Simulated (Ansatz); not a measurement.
`[GeH3][GeH2][SiH2][GeH2][GeH3]` + `[SiH3][SiH2][SiH2][SiH3]` → `[SiH3][SiH2][SiH2][GeH3]` + `[SiH3][GeH2][SiH2][GeH2][GeH3]`  (redistribution)

Calculated with Ansatz (gas phase, PBE0-D4/def2-TZVP geometries, no zero-point term in ΔE). CBS: MP2 limit from def2 TZ/QZ plus the TZ coupled-cluster correction, frozen cores. For Ge outer-core shells are correlated without core-valence functions, which leaves a few kJ/mol of doubt a bond. Scalar relativity is left out up to krypton. One conformer a species, not always the lowest.

`[GeH3][GeH2][SiH2][GeH2][GeH3]`:

```xyz
17

Ge   -1.569   -0.025    2.171
Ge   -1.091    1.622    0.458
Si    1.215    1.536   -0.124
Ge    1.790   -0.737   -0.530
Ge    0.171   -1.743   -2.028
H    -0.703    0.240    3.414
H    -3.050    0.017    2.584
H    -1.244   -1.433    1.644
H    -1.490    3.023    0.955
H    -1.940    1.302   -0.787
H     1.473    2.343   -1.348
H     2.033    2.090    0.989
H     1.778   -1.508    0.804
H     3.202   -0.857   -1.133
H     0.526   -3.209   -2.327
H    -1.226   -1.695   -1.388
H     0.125   -0.965   -3.354
```

`[SiH3][SiH2][SiH2][SiH3]`:

Z-matrix (Å, degrees):
```
Si
Si 1 2.338
H 1 1.488 2 111.3
H 1 1.488 2 109.6 3 120.3
H 1 1.488 2 109.9 3 -120.5
Si 2 2.338 1 109.8 3 177.7
H 2 1.490 1 109.3 3 -62.8
H 2 1.490 1 109.9 3 55.8
Si 6 2.338 2 109.8 1 56.6
H 6 1.490 2 109.1 1 -63.0
H 6 1.490 2 110.6 1 178.1
H 9 1.488 6 111.3 2 177.5
H 9 1.488 6 109.6 2 -62.2
H 9 1.488 6 109.9 2 57.0
```

`[SiH3][SiH2][SiH2][GeH3]`:

```xyz
14

Si    2.044    1.105    0.411
Si    0.916   -0.833    1.073
Si   -1.368   -0.599    0.641
Ge   -1.702   -0.053   -1.652
H     1.496    2.283    1.136
H     3.501    1.005    0.691
H     1.851    1.318   -1.049
H     1.155   -1.094    2.521
H     1.438   -1.993    0.298
H    -1.923    0.497    1.484
H    -2.101   -1.854    0.967
H    -1.089    1.323   -1.962
H    -3.199   -0.009   -2.004
H    -1.020   -1.096   -2.554
```

`[SiH3][GeH2][SiH2][GeH2][GeH3]`:

```xyz
17

Si    0.699   -0.784   -2.454
Ge    1.703   -1.016   -0.309
Si    0.024   -1.419    1.330
Ge   -1.696    0.200    1.046
Ge   -0.726    2.418    0.921
H     1.720   -0.526   -3.503
H    -0.043   -2.025   -2.798
H    -0.262    0.351   -2.428
H     2.441    0.289    0.047
H     2.741   -2.153   -0.324
H    -0.522   -2.794    1.161
H     0.596   -1.303    2.699
H    -2.715    0.142    2.200
H    -2.452   -0.086   -0.266
H     0.072    2.717    2.201
H    -1.813    3.491    0.754
H     0.234    2.498   -0.279
```

| species | CCSD(T)/CBS(def2) energy (Eh) |
| --- | --- |
| `[GeH3][GeH2][SiH2][GeH2][GeH3]` | -8600.75843 |
| `[SiH3][SiH2][SiH2][SiH3]` | -1162.31008 |
| `[SiH3][SiH2][SiH2][GeH3]` | -2949.34842 |
| `[SiH3][GeH2][SiH2][GeH2][GeH3]` | -6813.72044 |

Q: Work out ΔE.

A: ΔE = (-2949.34842) + (-6813.72044) − (-8600.75843) − (-1162.31008) = -0.00035 Eh = -0.01 eV.

Largest T1 diagnostic among the species: 0.014.

Leaving LDA and LC-ωPBE aside and taking each functional with its dispersion term where it has one, the values, not all of them listed here, spread over 0.02 eV, from ωB97M-V to BHLYP-D4.
